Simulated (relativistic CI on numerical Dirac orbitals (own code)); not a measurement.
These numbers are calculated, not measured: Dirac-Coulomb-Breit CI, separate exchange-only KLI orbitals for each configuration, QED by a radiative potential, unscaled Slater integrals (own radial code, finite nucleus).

Configurations in the expansion (outside the closed core [Ne]): 3s²3p⁴, 3s3p⁵, 3s²3p³3d, 3p⁶, 3s3p⁴3d, 3p⁵3d, 3s3p³3d², 3s²3p²3d4p, 3p⁵4s, 3s3p³3d4s, 3p⁵4p, 3s²3p³4s, 3s²3p³4p, 3p⁴3d4p, 3s²3p³4d, 3s3p⁴4s, 3s²3p³4f, 3s3p⁴4p, 3s3p⁴4d, 3s3p⁴4f, 3s²3p³5s, 3s²3p³5p, 3s²3p²4s4p, 3s²3p³5d, 3s²3p³5f, 3s²3p³5g, 3s3p³4s², 3s3p⁴5s, 3s²3p²3d², 3s²3p3d³, 3s3p²3d³, 3s²3p3d²4s, 3s²3p3d²4p, 3s²3p3d²4d, 3p⁴3d², 3p³3d³, 3p³3d²4s, 3p³3d²4p, 3p³3d²4d, 3s²3p²3d4s, 3s3p²3d²4s, 3s²3p3d4s², 3s²3p3d4s4p, 3s²3p3d4s4d, 3p⁴3d4s, 3p³3d4s², 3p³3d4s4p, 3p³3d4s4d, 3s²3p²4s², 3s3p²3d4s², 3s²3p4s²4p, 3s²3p4s²4d, 3s²3p²4p², 3s²3p3d4p², 3s3p²3d4p², 3s²3p4s4p², 3s²3p4p³, 3s²3p4p²4d, 3s3p³4s4p, 3s3p²3d4s4p, 3s3p²4s²4p, 3s3p²4s4p², 3s3p²4s4p4d. Double excitations out of closed p, d and f shells are left out; levels of such configurations are missing from the list, as are those of other unlisted configurations, and high levels can miss mixing partners. These lack a partner that the ground configuration has and come out too high: 3s²3p³4f, 3s3p⁴4p, 3s3p⁴4d, 3s3p⁴4f, 3s²3p³5s.

At this charge energies of transitions that change n are usually good to better than 1 %, and those within a shell (Δn = 0) to a few per cent.

Outline of the computed level scheme of Nd XLV. Lowest level of each configuration: 3s²3p⁴ ³P2 at 0.000 eV; 3s²3p³3d ³F°2 at 178.874 eV; 3s3p⁵ ³P°2 at 262.146 eV; 3s²3p²3d² ³F2 at 364.887 eV.

Some strong electric-dipole decays among the lowest 45 levels: 3s²3p³3d ³P°2 → 3s²3p⁴ ³P2 (1.2e+12 s⁻¹); 3s²3p³3d ³P°1 → 3s²3p⁴ ³P2 (1.1e+12 s⁻¹); 3s²3p³3d ³D°1 → 3s²3p⁴ ¹S0 (1.1e+12 s⁻¹); 3s²3p³3d ³D°3 → 3s²3p⁴ ³P2 (8.7e+11 s⁻¹); 3s3p⁵ ¹P°1 → 3s²3p⁴ ¹D2 (7.3e+11 s⁻¹); 3s3p⁵ ³P°0 → 3s²3p⁴ ³P1 (3.3e+11 s⁻¹); 3s²3p³3d ¹D°2 → 3s²3p⁴ ³P1 (2.8e+11 s⁻¹); 3s²3p³3d ¹F°3 → 3s²3p⁴ ¹D2 (2.6e+11 s⁻¹).

LS names give the leading component of a level, which can be under half, so a name can repeat, a term be missing and a line seem to break the LS rules.
